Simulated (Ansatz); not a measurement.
The cluster K4H4⁺, relaxed as a doublet with UKS PBE-D4/def2-SVP in Ansatz, starting from the GFN1-xTB geometry. Force threshold 0.02 eV/Å.

Another isomer (doublet) lies 1.92 eV lower at PBE0-D4/def2-TZVP; other spin states weren't run for this one.

Start:

```
atom    x (Å)    y (Å)    z (Å)
  K1  -2.6292  -2.3275   1.1702
  K2  -0.4802   0.2422  -0.3662
  K3   2.0189   2.6581  -1.6114
  K4   2.2230  -1.1215   1.7011
  H5   2.0812   0.6957  -0.0065
  H6  -0.2908   2.0351  -1.8948
  H7  -2.7097  -0.5540  -0.4568
  H8  -0.2133  -1.6281   1.4644
```

Task: Estimate the energy that the relaxation releases and the steps that it takes.

Result: 7.7 kcal/mol, in 7 steps; 32 s on 4 threads of Intel Xeon on a shared host. The force fell under the threshold at step 6, but the optimiser went on. No frequencies were taken in this run, so the end may be a saddle point.

Task: Does the start keep its bonding and symmetry?

Result: Bonds lost: K2–H5, K2–H8 (atoms count from 1).

Task: Predict the relaxed structure.

Result: 
```tsv
atom	x (Å)	y (Å)	z (Å)
K1	-2.551	-2.679	1.543
K2	-0.930	0.447	-0.753
K3	2.524	2.715	-1.525
K4	2.094	-1.039	1.635
H5	1.959	0.769	-0.059
H6	0.137	2.349	-1.996
H7	-2.933	-0.947	-0.163
H8	-0.299	-1.614	1.317
```
Bond lengths (bridged metal pairs left out): 1 × K–K 4.13 Å; 8 × H–K 2.46 to 2.51 Å.
